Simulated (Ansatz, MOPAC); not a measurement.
Molecule: C2H7ClSi2 (charge 0, singlet). SMILES: C=C[SiH2][SiH2]Cl

Atoms: C1, C2, Si3, Si4, Cl5, H6, H7, H8, H9, H10, H11, H12. Bonds: C1-C2, C1-H6, C1-H7, C2-Si3, C2-H8, Si3-Si4, Si3-H9, Si3-H10, Si4-Cl5, Si4-H11, Si4-H12.

Bond lengths (Å) and angles (degrees) optimised at AM1 with MOPAC; PM7 with MOPAC; HF/3-21G with Ansatz (a quantum-chemistry and plane-wave program); PBE/6-31G* with Ansatz, each started from the B3LYP-D3(BJ)/def2-TZVP structure (Ansatz) of the last column. A row stands for all coordinates that are equal there; 13 of 27 kinds are shown. 6-31G* holds six Cartesian d functions. No wavenumbers were computed at PBE/6-31G*, so these may be saddle points.

```json
[
 {"coordinate": "C1-C2", "AM1": "1.328", "PM7": "1.333", "HF/3-21G": "1.321", "PBE/6-31G*": "1.348", "B3LYP-D3(BJ)/def2-TZVP": "1.332"},
 {"coordinate": "C1-H6", "AM1": "1.100", "PM7": "1.083 to 1.087", "HF/3-21G": "1.075", "PBE/6-31G*": "1.097", "B3LYP-D3(BJ)/def2-TZVP": "1.085"},
 {"coordinate": "C2-Si3", "AM1": "1.758", "PM7": "1.821", "HF/3-21G": "1.892", "PBE/6-31G*": "1.876", "B3LYP-D3(BJ)/def2-TZVP": "1.861"},
 {"coordinate": "C2-H8", "AM1": "1.103", "PM7": "1.107", "HF/3-21G": "1.077", "PBE/6-31G*": "1.099", "B3LYP-D3(BJ)/def2-TZVP": "1.087"},
 {"coordinate": "Si3-Si4", "AM1": "2.452", "PM7": "2.190", "HF/3-21G": "2.378", "PBE/6-31G*": "2.355", "B3LYP-D3(BJ)/def2-TZVP": "2.345"},
 {"coordinate": "Si3-H9", "AM1": "1.467", "PM7": "1.464", "HF/3-21G": "1.488", "PBE/6-31G*": "1.505", "B3LYP-D3(BJ)/def2-TZVP": "1.485"},
 {"coordinate": "Si3-H10", "AM1": "1.467", "PM7": "1.466", "HF/3-21G": "1.485", "PBE/6-31G*": "1.503", "B3LYP-D3(BJ)/def2-TZVP": "1.484"},
 {"coordinate": "Si4-Cl5", "AM1": "2.066", "PM7": "2.040", "HF/3-21G": "2.217", "PBE/6-31G*": "2.100", "B3LYP-D3(BJ)/def2-TZVP": "2.084"},
 {"coordinate": "C1-C2-Si3", "AM1": "123.0", "PM7": "125.2", "HF/3-21G": "123.6", "PBE/6-31G*": "123.4", "B3LYP-D3(BJ)/def2-TZVP": "123.9"},
 {"coordinate": "C2-Si3-Si4", "AM1": "113.4", "PM7": "107.1", "HF/3-21G": "109.1", "PBE/6-31G*": "111.7", "B3LYP-D3(BJ)/def2-TZVP": "109.1"},
 {"coordinate": "Si3-Si4-Cl5", "AM1": "113.4", "PM7": "106.4", "HF/3-21G": "105.7", "PBE/6-31G*": "109.9", "B3LYP-D3(BJ)/def2-TZVP": "107.4"},
 {"coordinate": "C2-C1-H6", "AM1": "122.9", "PM7": "126.9", "HF/3-21G": "122.5", "PBE/6-31G*": "122.1", "B3LYP-D3(BJ)/def2-TZVP": "121.9"},
 {"coordinate": "C2-C1-H7", "AM1": "123.0", "PM7": "122.3", "HF/3-21G": "121.9", "PBE/6-31G*": "122.1", "B3LYP-D3(BJ)/def2-TZVP": "122.1"}
]
```

A range marks coordinates that this level makes unequal.

Mean signed difference of all 11 bond lengths from B3LYP-D3(BJ)/def2-TZVP: AM1 -0.003 Å, PM7 -0.026 Å, HF/3-21G 0.014 Å, PBE/6-31G* 0.016 Å.
